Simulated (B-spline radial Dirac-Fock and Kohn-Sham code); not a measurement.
**Muonic isotope shifts in erbium**

Model: the Dirac equation of a negative muon with reduced mass in the field of a spherical finite nucleus, with the Uehling potential to all orders; nuclear polarisation, deformation, hyperfine structure, self-energy, higher-order vacuum polarisation, relativistic recoil and electron screening are left out. Program: a radial atomic solver. Nuclear charge: Fermi distribution (skin thickness 2.3 fm); radii from Angeli and Marinova (2013). Reference ¹⁶²Er, radius 5.2246 fm: 2p3/2 → 1s1/2 4934 keV, 3d5/2 → 2p3/2 1776 keV.

```tsv
A	radius (fm)	δ⟨r²⟩ (fm²)	shift 2p3/2 → 1s (keV)	shift 3d5/2 → 2p3/2 (keV)
150	5.0548	-1.745	+119.18	+6.94
152	5.0843	-1.446	+98.16	+5.76
154	5.1129	-1.155	+77.92	+4.60
156	5.1429	-0.847	+56.81	+3.38
158	5.1761	-0.504	+33.60	+2.01
160	5.2045	-0.210	+13.88	+0.83
164	5.2389	+0.150	-9.84	-0.59
166	5.2516	+0.283	-18.55	-1.12
167	5.256	+0.329	-21.56	-1.30
168	5.2644	+0.417	-27.31	-1.65
170	5.2789	+0.570	-37.20	-2.26
```

Values without a named source are computed, but for edge energies of neutral atoms, which are taken from tables.
